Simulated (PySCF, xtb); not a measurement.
Si(H)2(Br)(Me) (CH5BrSi), SMILES C[SiH2]Br.

Harmonic wavenumbers (cm⁻¹) from GFN2-xTB (xtb 6.7.1) at its own minimum, in rising order: 121, 153, 404, 455, 592, 694, 765, 779, 831, 838, 1378, 1475, 1477, 2320, 2336, 3021, 3026, 3041.

### Question
What does PBE0-D3(BJ)/def2-SVP (PySCF) give at its own minimum? (Estimate from the structure and the level; the computed values follow.)

### Answer
172, 175, 418, 484, 657, 691, 746, 883, 902, 951, 1264, 1422, 1428, 2245, 2250, 3060, 3167, 3179. Paired by order, the mean absolute difference is 66 cm⁻¹ and the zero-point energies are 33.9 and 34.4 kcal/mol.
